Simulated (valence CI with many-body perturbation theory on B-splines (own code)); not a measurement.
# F³⁺: calculation against measured levels

Method: configuration interaction combined with many-body perturbation theory (CI+MBPT): four valence electrons over a frozen Dirac-Fock core [He], radial functions for each j: 11 s, 11 p, 10 d, 8 f, 5 g, 2 h, with the one-electron correlation potential Σ1 (screened to all orders), the two-electron term Σ2, the three-electron term Σ3, Breit, model QED; selected single and double excitations, second order for the rest, scaled by the run's own slope (own B-spline code, finite nucleus).

Set against measurement, 48 paired levels are off by 141 cm⁻¹ on average, the worst by 849. These come from a selection out of Moore, Atomic Energy Levels, vol. I, NSRDS-NBS 35 (1971 reprint of NBS Circular 467, 1949), an old analysis. Levels without a partner in it may be off by more. Among the levels kept, up to 2200 cm⁻¹ of a level comes from second order outside the variational space, and about a tenth of that is noise between levels of different J, which matters for small intervals. 1 measured level below the end of the list, from 492395 cm⁻¹ on, found no clear computed partner, and computed levels of the same name lie up to 459 cm⁻¹ from them.

Measured levels: Moore, Atomic Energy Levels, vol. I, NSRDS-NBS 35 (1971 reprint of NBS Circular 467, 1949). Pairs share parity and J, and are chosen by configuration, term and nearness in energy; levels without a clear partner are left out. The analysis is old, and some levels have since been revised. Energies in cm⁻¹ above the measured ground level.

Names give the largest LS component (configuration and term), which can be under half, so a name can repeat, a term be missing and a line seem to break the LS rules; names also repeat where a configuration has a term twice. Letters in brackets count levels of one name in rising energy.

```
     Computed label  Label in the source  Measured  Computed  Difference
       2s2.2p2 3P_0           2s2 2p2 3P         0       0.0           0
       2s2.2p2 3P_1           2s2 2p2 3P     225.2     229.0          +4
       2s2.2p2 3P_2           2s2 2p2 3P     613.4     620.5          +7
       2s2.2p2 1D_2           2s2 2p2 1D     25241   25392.2        +151
       2s2.2p2 1S_0           2s2 2p2 1S     53544   53793.5        +249
       2s.2p3 3D°_3           2s 2p3 3D°  147841.8  147912.7         +71
       2s.2p3 3D°_2           2s 2p3 3D°  147888.9  147970.6         +82
       2s.2p3 3D°_1           2s 2p3 3D°  147901.6  147981.3         +80
       2s.2p3 3P°_2           2s 2p3 3P°    175237  175415.6        +179
       2s.2p3 3P°_1           2s 2p3 3P°    175242  175417.6        +176
       2s.2p3 1P°_1           2s 2p3 1P°    257390  257789.2        +399
           2p4 3P_2               2p4 3P    348327  348508.8        +182
           2p4 3P_1               2p4 3P    348770  348935.1        +165
           2p4 3P_0               2p4 3P    348963  349113.4        +150
    2s2.2p.3s 3P°_1   2s2 2p(2P°) 3s 3P°  416639.8  416520.2        -120
    2s2.2p.3s 3P°_2   2s2 2p(2P°) 3s 3P°  417143.4  417028.5        -115
    2s2.2p.3s 1P°_1   2s2 2p(2P°) 3s 1P°  423606.4  423512.1         -94
     2s2.2p.3p 3D_2    2s2 2p(2P°) 3p 3D  452081.1  451988.4         -93
     2s2.2p.3p 3D_3    2s2 2p(2P°) 3p 3D  452517.1  452402.0        -115
     2s2.2p.3p 3P_0    2s2 2p(2P°) 3p 3P  460215.2  460059.8        -155
     2s2.2p.3p 3P_1    2s2 2p(2P°) 3p 3P  460385.8  460239.3        -147
    2s2.2p.3d 3F°_3   2s2 2p(2P°) 3d 3F°  492858.8  492854.0          -5
    2s2.2p.3d 3F°_4   2s2 2p(2P°) 3d 3F°  493206.2  493188.9         -17
    2s2.2p.3d 3D°_2   2s2 2p(2P°) 3d 3D°  497575.6  497544.4         -31
    2s2.2p.3d 3D°_3   2s2 2p(2P°) 3d 3D°  497729.1  497683.8         -45
    2s2.2p.3d 3P°_2   2s2 2p(2P°) 3d 3P°  500390.1  500362.7         -27
    2s2.2p.3d 3P°_1   2s2 2p(2P°) 3d 3P°  500602.1  500554.7         -47
2s.2p2.3p 3D°_1 [a]    2s 2p2(4P) 3p 3D°    550918  550733.1        -185
2s.2p2.3p 3D°_2 [a]    2s 2p2(4P) 3p 3D°    551098  550919.6        -178
2s.2p2.3p 3D°_3 [a]    2s 2p2(4P) 3p 3D°    551366  551182.1        -184
2s.2p2.3p 3P°_1 [a]    2s 2p2(4P) 3p 3P°    556051  555861.4        -190
2s.2p2.3p 3P°_2 [a]    2s 2p2(4P) 3p 3P°    556316  556130.8        -185
    2s2.2p.4s 3P°_0   2s2 2p(2P°) 4s 3P°    559747  559592.2        -155
    2s2.2p.4s 3P°_1   2s2 2p(2P°) 4s 3P°    559881  559726.4        -155
    2s2.2p.4s 1P°_1   2s2 2p(2P°) 4s 1P°    561267  561109.8        -157
     2s.2p2.3s 3D_1     2s 2p2(2D) 3s 3D    567900  567830.2         -70
     2s.2p2.3s 3D_2     2s 2p2(2D) 3s 3D    568019  567958.4         -61
     2s.2p2.3d 3P_2     2s 2p2(4P) 3d 3P    585201  585024.2        -177
     2s.2p2.3d 3P_1     2s 2p2(4P) 3d 3P    585425  585238.4        -187
     2s.2p2.3d 3P_0     2s 2p2(4P) 3d 3P    585531  585345.2        -186
     2s.2p2.3s 1D_2     2s 2p2(2D) 3s 1D    586263  585414.1        -849
 2s.2p2.3d 3F_2 [a]     2s 2p2(4P) 3d 3F    588021  587899.8        -121
 2s.2p2.3d 3F_3 [a]     2s 2p2(4P) 3d 3F    588223  588093.9        -129
 2s.2p2.3d 3F_4 [a]     2s 2p2(4P) 3d 3F    588478  588344.3        -134
    2s2.2p.4d 3D°_1   2s2 2p(2P°) 4d 3D°    589109  588986.1        -123
    2s2.2p.4d 3D°_2   2s2 2p(2P°) 4d 3D°    589188  589094.1         -94
    2s2.2p.4d 3D°_3   2s2 2p(2P°) 4d 3D°    589406  589293.2        -113
    2s2.2p.4d 3P°_2   2s2 2p(2P°) 4d 3P°    590024  589935.1         -89
    2s2.2p.4d 3P°_1   2s2 2p(2P°) 4d 3P°    590201  590074.2        -127
```

Over 48 excited levels the mean absolute difference is 141 cm⁻¹, the median 128 and the largest 849. The comparison draws on a selection of the measured levels: 49 of the 214 computed ones have a partner in it, and others may be off by more.

These 1 measured levels below the end of the computed list are not counted above. Beside each stands the unpaired computed level of its name, or else the nearest of its J and parity; the gap is either an error of the method or a doubtful assignment.

```csv
Label in the source,J,Measured,Unpaired level,Computed
2s2 2p(2P°) 3d 3F°,2,492395,2s2.2p.3d 3F°_2,492855
```
